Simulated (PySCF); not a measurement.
# Partial charges of `O=C(O)[C@@H]1C[SiH2][C@H]1F`

C4H7FO2Si.
Geometry (GFN2-xTB, Å), atoms numbered from 1 in this order:
```
atom  x, y, z in Å
O1     1.6355   -1.0119   -1.5818
C2     1.6022   -0.4633   -0.5110
O3     2.7076   -0.0974    0.1463
C4     0.3462   -0.0733    0.2168
C5    -0.8174   -1.0709    0.0401
Si6   -2.0400    0.3309   -0.4048
C7    -0.3036    1.1830   -0.4150
F8    -0.1239    2.3120    0.3564
H9     3.5016   -0.3147   -0.3680
H10    0.5818    0.1286    1.2617
H11   -0.6074   -1.7455   -0.7891
H12   -1.0027   -1.6785    0.9221
H13   -2.8807    0.8022    0.6904
H14   -2.7197    0.2879   -1.6947
H15    0.1162    1.4191   -1.3969
```

Density: PBE0/pcSseg-1 (PySCF); schemes: Mulliken, IAO, Hirshfeld and ESP-fitted. One conformer (not necessarily the lowest) at the GFN2-xTB geometry, without solvent, vibrations or thermal averaging.

Q: What partial charge does each atom carry?

A: In e:

| atom | environment | Mulliken | IAO | Hirshfeld | ESP-fitted |
| --- | --- | --- | --- | --- | --- |
| O1 | acid carbonyl oxygen | -0.409 | -0.476 | -0.272 | -0.546 |
| C2 | carboxylic acid carbon | +0.496 | +0.533 | +0.216 | +0.649 |
| O3 | acid hydroxyl oxygen | -0.356 | -0.474 | -0.170 | -0.620 |
| C4 | sp3 carbon next to a carbonyl | -0.331 | -0.180 | -0.046 | +0.041 |
| C5 | sp3 carbon bound to silicon | -0.437 | -0.542 | -0.162 | -0.429 |
| Si6 | SiH2 silicon | +0.640 | +0.732 | +0.359 | +0.441 |
| C7 | sp3 C–F carbon | +0.017 | -0.071 | -0.021 | -0.065 |
| F8 | alkyl fluorine | -0.329 | -0.320 | -0.127 | -0.230 |
| H9 | acid proton | +0.243 | +0.372 | +0.189 | +0.451 |
| H10 | methine hydrogen | +0.156 | +0.171 | +0.049 | +0.103 |
| H11 | methylene hydrogen | +0.165 | +0.167 | +0.037 | +0.136 |
| H12 | methylene hydrogen | +0.153 | +0.155 | +0.041 | +0.115 |
| H13 | Si–H hydrogen | -0.064 | -0.104 | -0.065 | -0.075 |
| H14 | Si–H hydrogen | -0.073 | -0.109 | -0.066 | -0.093 |
| H15 | methine hydrogen | +0.131 | +0.146 | +0.038 | +0.121 |

Mean size of the charges over all atoms: IAO 0.303 e, ESP-fitted 0.274 e, Mulliken 0.267 e, Hirshfeld 0.124 e. Each set sums to the total charge, 0, to within 0.001 e. The IAO scheme projects the occupied orbitals on a minimal set of polarised atomic orbitals and counts the electrons in each atom's part of it. The ESP scheme is a least-squares fit of atom-centred charges to the potential on four shells outside the van der Waals surface, with the total charge fixed.

Lowest charge. The schemes don't all agree: Mulliken C5 (-0.437); IAO C5 (-0.542); Hirshfeld O1 (-0.272); ESP-fitted O3 (-0.620).

Highest charge. The schemes don't all agree: Mulliken Si6 (+0.640); IAO Si6 (+0.732); Hirshfeld Si6 (+0.359); ESP-fitted C2 (+0.649).

Q: How closely do the schemes follow one another over all atoms?

A: Correlation coefficient and root-mean-square difference: Mulliken with IAO 0.98, 0.077 e; IAO with Hirshfeld 0.97, 0.211 e; Mulliken with Hirshfeld 0.95, 0.176 e; IAO with ESP-fitted 0.95, 0.118 e; Hirshfeld with ESP-fitted 0.93, 0.210 e; Mulliken with ESP-fitted 0.90, 0.154 e.

Q: How many electrons does the Mulliken scheme count on Si6?

A: Z − q = 14 − (+0.640) = 13.360.

These values come from a run that also computed NMR shieldings. Hardware: one thread of an Arm Neoverse N1, shared host with 64 logical CPUs at a one-minute load of 60. Cost: 46 s, 0.81 GiB resident at most.
